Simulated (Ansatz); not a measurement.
Geometry optimisation, Ansatz 0.2.0, RKS BLYP-D4/def2-SVP.

Input file:

```yaml
crystal:
  periodic: [false, false, false]
  atoms:
    - { symbol: C, position_ang: [-0.60754, 1.73169, -1.08289] }
    - { symbol: C, position_ang: [-0.46297, 0.49696, -0.63416] }
    - { symbol: Si, position_ang: [0.68854, -0.80597, -0.39878] }
    - { symbol: O, position_ang: [0.16889, -1.33089, 1.38064] }
    - { symbol: H, position_ang: [0.18965, 2.399, -1.38365] }
    - { symbol: H, position_ang: [-1.60281, 2.15406, -1.13278] }
    - { symbol: H, position_ang: [1.46134, -2.01681, -0.58649] }
    - { symbol: H, position_ang: [0.70428, -1.80728, 2.03402] }
    - { symbol: H, position_ang: [-0.53939, -0.82076, 1.80409] }
total_charge: 1
basis:
  gaussian: { orbitals: def2-SVP }
hamiltonian:
  xc: blyp
  dispersion: d4
relax:
  f_tol: 0.015
  max_steps: 40
```

Launched with:

```bash
$ ansatz run input.yaml --threads 1 --pin off --max-ram 2048MiB --backend cpu --events-out ev --progress --plain --runs-dir out
```

**Question.** Where does it end, and by what steps?

**Answer.** The forces met the threshold. Limits of this set-up: the dipole of an ion depends on the origin. After 38 steps the energy has fallen by 0.709 eV; H9 moved furthest, 1.05 Å.

```
step  energy less start (eV)  largest force component (eV/Å)  accepted
   0                  0.0000                           1.921       yes
   2                 -0.5121                           0.872       yes
   4                 -0.6233                           0.540       yes
   6                 -0.6602                           0.219       yes
   8                 -0.6686                           0.182       yes
  10                 -0.6715                           0.051       yes
  12                 -0.6735                           0.123       yes
  14                 -0.6774                           0.147       yes
  16                 -0.6761                           0.326        no
  18                 -0.6814                           0.215       yes
  20                 -0.6866                           0.170       yes
  22                 -0.6929                           0.093       yes
  24                 -0.7008                           0.082       yes
  26                 -0.7005                           0.111        no
  28                 -0.7040                           0.295       yes
  30                 -0.6943                           0.148        no
  32                 -0.7079                           0.047       yes
  34                 -0.7089                           0.047       yes
  36                 -0.7092                           0.022       yes
  38                 -0.7092                           0.013       yes
```

```xyz
9
Properties=species:S:1:pos:R:3
C -0.505 1.758 -1.068
C -0.170 0.533 -0.722
Si 0.897 -0.800 -0.281
O 0.361 -1.321 1.492
H 0.196 2.616 -1.038
H -1.534 1.976 -1.419
H 0.569 -2.093 -0.948
H 0.625 -0.808 2.289
H -0.438 -1.861 1.695
```

Run time: 34 s on 1 thread of AMD EPYC 9R45 96-Core Processor (Zen 5) (shared host), peak memory 0.14 GiB.
